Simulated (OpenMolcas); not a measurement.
## Tm3+: moving or changing the point charges

Tm3+ among 6 point charges of -0.5 e arranged as a trigonal antiprism (D3d), 2.73 Å from the ion, with a polar angle of 46.5° against the regular 54.74°.
```
   0.0000    1.9811    1.8783  -0.50
  -1.7157   -0.9906    1.8783  -0.50
   1.7157   -0.9906    1.8783  -0.50
   0.0000   -1.9811   -1.8783  -0.50
   1.7157    0.9906   -1.8783  -0.50
  -1.7157    0.9906   -1.8783  -0.50
```

- Program: OpenMolcas
- Method: CASSCF
- Basis: ANO-RCC-VDZP [7s6p4d2f1g]
- Scalar Hamiltonian: DKH2, point nucleus
- Active space: 12 electrons in 7 orbitals (4f)
- State averaging: 2S+1 = 3 even, 21 roots; 2S+1 = 1 even, 27 roots kept (CI in the orbitals of an earlier block)
- Spin-orbit coupling: RASSI with atomic mean-field integrals over the reference wave functions

Runs around this geometry, states (labels of D3, the rotations of D3d). Energies in cm-1 above the lowest state or level, χT in cm3 K/mol.

| R (Å) | q (e) | Ground state | First state of that spin | First gap with spin-orbit (degeneracies) | Width of lowest J | χT at 300 K |
| --- | --- | --- | --- | --- | --- | --- |
| 2.73 | -0.25 | 3A2 | 3E 10.1 | 6.6 (1, 2) | 171 | 7.138 |
| 2.73 | -0.5 | 3A2 | 3E 20.1 | 13.2 (1, 2) | 344 | 7.119 |
| 3.04 | -0.5 | 3A2 | 3E 13.4 | 9.0 (1, 2) | 248 | 7.132 |
| 3.18 | -0.5 | 3A2 | 3E 11.4 | 7.6 (1, 2) | 217 | 7.135 |

Taking the width of the lowest J multiplet as R^-n, n = -ln(217 / 344) / ln(3.18 / 2.73) = 3.0 between the shortest and longest distance.

Scaling the charges by -0.25 / -0.5 = 0.50 scales the width of the lowest J multiplet by 171 / 344 = 0.50; with fixed orbitals a first-order splitting would follow the charge.

This is an electrostatic model: the charges have no orbitals. An unlabelled pair can be two single states that coincide in this model. No measured value stands beside these numbers.
